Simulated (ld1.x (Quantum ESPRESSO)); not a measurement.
**Logarithmic derivatives: boron (B), TM**

- Element: boron
- Generator: ld1.x (Quantum ESPRESSO) 7.5
- Type: norm-conserving Troullier–Martins (Kleinman–Bylander form)
- Functional: PBE
- Relativity: non-relativistic
- Frozen core: none
- Valence charge: 5
- Reference configuration: 1s2 2s2 2p0 (charge +1)
- Partial waves: 1s (bound): rc 0.40 bohr; 2p (bound, empty): rc 2.60 bohr
- Local potential: all-electron potential smoothed inside 1.60 bohr (lloc = -1)
- Core correction: none

Occupied shells without a wave of their own: 2s. They enter only through the test configuration that unscreens the potential.

The phase is arctan(r·u′/u) with u = r·R(r), unwrapped; energies in Ry, scanned from -16 to 5 Ry. A pole is an energy at which the radial function vanishes at the test radius. The pseudo phase is shifted by a multiple of π to meet the all-electron one at the reference energy, and phase errors are pseudo minus all-electron; the curves can meet again beyond the range given. Levels narrower than the energy grid can be missing from the lists of poles.

Q: For each channel, where are the poles, and over which energies does the pseudopotential scatter like the atom?

A:

```
channel  radius (bohr)  reference energy (Ry)  poles, all-electron  poles, pseudo  unbroken range about the reference energy with phases within 0.05 rad  phase error 1 Ry above the reference energy (rad)
      s           2.85                 -14.23          -1.10, 3.71    -0.86, 4.25                                                             below -2.0                                             +0.000
      p           2.85                  -0.98          -0.64, 3.33    -0.64, 3.88                                                              below 0.5                                             +0.012
```

A Bessel basis up to 400 Ry misses an occupied level by 0.03 Ry, so cutoffs and ghosts were not judged. The potential misses its own reference levels by up to 1.9 eV, so it is not fit for use.

Phases in the p channel:

```json
{"E (Ry)": "-16.00", "all-electron": "1.481", "pseudo": "1.481"}
{"E (Ry)": "-15.04", "all-electron": "1.478", "pseudo": "1.478"}
{"E (Ry)": "-14.08", "all-electron": "1.474", "pseudo": "1.474"}
{"E (Ry)": "-13.12", "all-electron": "1.471", "pseudo": "1.471"}
{"E (Ry)": "-12.16", "all-electron": "1.467", "pseudo": "1.467"}
{"E (Ry)": "-11.20", "all-electron": "1.462", "pseudo": "1.462"}
{"E (Ry)": "-10.24", "all-electron": "1.457", "pseudo": "1.457"}
{"E (Ry)": "-9.28", "all-electron": "1.450", "pseudo": "1.450"}
{"E (Ry)": "-8.32", "all-electron": "1.443", "pseudo": "1.443"}
{"E (Ry)": "-7.36", "all-electron": "1.434", "pseudo": "1.434"}
{"E (Ry)": "-6.40", "all-electron": "1.422", "pseudo": "1.422"}
{"E (Ry)": "-5.44", "all-electron": "1.407", "pseudo": "1.407"}
{"E (Ry)": "-4.48", "all-electron": "1.387", "pseudo": "1.387"}
{"E (Ry)": "-3.52", "all-electron": "1.355", "pseudo": "1.355"}
{"E (Ry)": "-2.56", "all-electron": "1.294", "pseudo": "1.295"}
{"E (Ry)": "-1.60", "all-electron": "1.075", "pseudo": "1.077"}
{"E (Ry)": "-0.64", "all-electron": "-1.573", "pseudo": "-1.571"}
{"E (Ry)": "0.32", "all-electron": "-1.967", "pseudo": "-1.941"}
{"E (Ry)": "1.28", "all-electron": "-3.695", "pseudo": "-3.325"}
{"E (Ry)": "2.24", "all-electron": "-4.542", "pseudo": "-4.468"}
{"E (Ry)": "3.20", "all-electron": "-4.698", "pseudo": "-4.649"}
{"E (Ry)": "4.16", "all-electron": "-4.794", "pseudo": "-4.734"}
```
